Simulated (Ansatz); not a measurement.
Saddle point of Si₄H₁₂O₄, closed shell (Si₃H₈O₄ ([OH][Si]([OH])([O][SiH3])[O][SiH3]) + SiH₄ → Si₄H₁₀O₄ ([OH][Si]([O][SiH3])([O][SiH3])[O][SiH3]) + H₂; bonds formed: Si1–O4, H2–H3; bonds broken: Si1–H2, H3–O4), PBE0-D4/def2-TZVP structure:

Si1  (0.068, -1.378, 1.856)
H2  (1.656, -1.407, 2.495)
H3  (1.888, -0.882, 1.454)
O4  (1.233, -0.676, 0.596)
Si5  (1.063, 0.518, -0.554)
O6  (2.583, 0.924, -0.923)
O7  (0.267, 1.774, 0.065)
Si8  (-1.227, 2.365, 0.428)
O9  (0.258, -0.099, -1.799)
Si10  (-0.791, -1.256, -2.318)
H11  (-0.379, -0.608, 3.048)
H12  (-1.059, -1.059, 0.886)
H13  (-0.046, -2.853, 1.978)
H14  (2.745, 1.764, -1.354)
H15  (-1.571, 2.008, 1.824)
H16  (-1.169, 3.839, 0.281)
H17  (-2.236, 1.804, -0.504)
H18  (-0.672, -1.323, -3.795)
H19  (-2.177, -0.886, -1.943)
H20  (-0.435, -2.567, -1.720)
(Å)

Energies are electronic, without zero-point energy. Barriers and step energies count from the start structure reached by relaxing down the imaginary mode; all methods use the PBE0-D4 structures, on which another method's saddle can fall below an end. Computed with Ansatz 0.2.0 (basis: def2-TZVPP, with def2-QZVPP for the basis limit); correlated methods freeze the cores. B3LYP uses VWN-RPA correlation. Extrapolation: Hartree–Fock as exp(−7.88 √X), correlation as X^−2.97.

```
      method  barrier (kcal/mol)  step energy (kcal/mol)
       SPW92               26.65                  -12.51
      PBE-D4               34.08                  -14.54
     BLYP-D4                   ?                  -17.04
   r2SCAN-D4               36.24                  -17.13
      B97M-V               37.97                  -16.32
     PBE0-D4                   ?                  -15.14
    B3LYP-D4               39.81                  -17.24
  r2SCAN0-D4               38.39                  -17.00
    BHLYP-D4               43.32                  -17.97
CAM-B3LYP-D4               40.36                  -17.32
     wB97X-V               40.64                  -16.37
     wB97M-V               39.47                  -16.37
      B2PLYP               41.12                  -18.40
    PBE-QIDH               39.44                  -17.11
  RPA on PBE               41.86                  -17.22
          HF                   ?                  -19.96
         MP2               40.03                  -18.73
        CCSD               43.60                  -17.21
     CCSD(T)               41.43                  -17.10
```

Problem. Fill in the withheld barriers. (Judge from chemistry; the value comes from the calculation.)

Solution. The calculation gives: HF 54.45; BLYP-D4 37.74; PBE0-D4 37.16 kcal/mol. Each is the energy of the saddle less that of the start structure, by the same method.

For comparison, the barrier by CCSD(T) at an estimated basis limit (MP2 extrapolated from triple and quadruple zeta, plus CCSD(T) − MP2 in triple zeta) is 40.66 kcal/mol.

The T1 diagnostic stays at or below 0.013.

Labels in which every atom is bracketed show which atoms are joined, not bond orders.

For scale, one of the runs: CCSD(T)/def2-TZVPP, 460 basis functions, launched by `ansatz run in.yaml --threads 4 --pin off --events-out ev --progress --plain --max-ram 46080MiB --backend cuda --devices 0, --max-vram 37GiB`. Time: 23 s of wall clock on 4 CPU threads of an AMD EPYC 7R13 and a share of one NVIDIA H100; the host was shared. Peak host memory: 1.2 GiB.
